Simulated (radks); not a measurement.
Results of a calculation; reference values are marked as such.
All-electron atom: Dy3+ in [Xe] 4f9.

Level of theory: scalar-relativistic Kohn-Sham, exchange-only PBE, spin-polarised, spherical densities, finite nucleus; open shells are filled with parallel spins first (spin-orbit coupling, left out, can overturn this in heavy ions); Fermi nuclear charge, rms radius 5.2218 fm (a radial shooting solver on a logarithmic mesh with Libxc functionals).

Energy parts (eV):
part                  energy
total             -330647.63
kinetic            356763.46
electron-nucleus  -807302.40
Hartree            126924.09
exchange            -7032.76

Orbitals (lengths in bohr, moments of r in powers of bohr; <r^-3> diverges for s and p1/2):
\begin{tabular}{lrrrrr}
orbital & occ. & eigenvalue (eV) & <r^-3> & <r> & <1/r> \\ \hline
1s up & 1 & -53682.66 & - & 0.02112 & 74.55 \\
1s down & 1 & -53682.66 & - & 0.02112 & 74.55 \\
2s up & 1 & -8965.661 & - & 0.08978 & 17.33 \\
2s down & 1 & -8965.616 & - & 0.08978 & 17.33 \\
2p up & 3 & -7959.506 & 12810 & 0.07945 & 16.09 \\
2p down & 3 & -7959.474 & 12810 & 0.07945 & 16.09 \\
3s up & 1 & -2021.082 & - & 0.2346 & 6.373 \\
3s down & 1 & -2018.935 & - & 0.2345 & 6.378 \\
3p up & 3 & -1712.146 & 2721 & 0.2335 & 5.973 \\
3p down & 3 & -1710.004 & 2726 & 0.2333 & 5.978 \\
3d up & 5 & -1314.388 & 364.3 & 0.2122 & 5.666 \\
3d down & 5 & -1312.753 & 365.0 & 0.2120 & 5.670 \\
4s up & 1 & -426.6865 & - & 0.5295 & 2.691 \\
4s down & 1 & -421.8282 & - & 0.5295 & 2.690 \\
4p up & 3 & -324.8387 & 612.7 & 0.5608 & 2.469 \\
4p down & 3 & -320.0329 & 611.6 & 0.5610 & 2.468 \\
4d up & 5 & -186.0802 & 68.87 & 0.6076 & 2.180 \\
4d down & 5 & -181.3362 & 68.63 & 0.6084 & 2.177 \\
5s up & 1 & -77.9911 & - & 1.269 & 1.046 \\
5s down & 1 & -75.5590 & - & 1.285 & 1.030 \\
5p up & 3 & -53.1105 & 85.96 & 1.474 & 0.8863 \\
5p down & 3 & -51.3373 & 81.40 & 1.499 & 0.8685 \\
4f up & 7 & -35.0444 & 9.745 & 0.7978 & 1.631 \\
4f down & 2 & -30.7870 & 9.419 & 0.8270 & 1.598 \\
\end{tabular}

The highest occupied level is 4f down at -30.787 eV. Summed over all electrons, <r^2> = 34.40 bohr^2, which gives a Langevin (diamagnetic) susceptibility term of -27.2 x 10^-6 cm^3/mol. For comparison, the ionisation energy in NIST's Atomic Spectra Database is 41.2 eV (semi-empirical). In exact Kohn-Sham theory the highest level is minus the ionisation energy, but local and semilocal functionals leave it too shallow, through self-interaction and a potential that decays too fast; potentials with the right tail come closer. The electron density at the nucleus is 7.776e+05 e/bohr^3 (large components only). Spin moment in Bohr magnetons: 5.
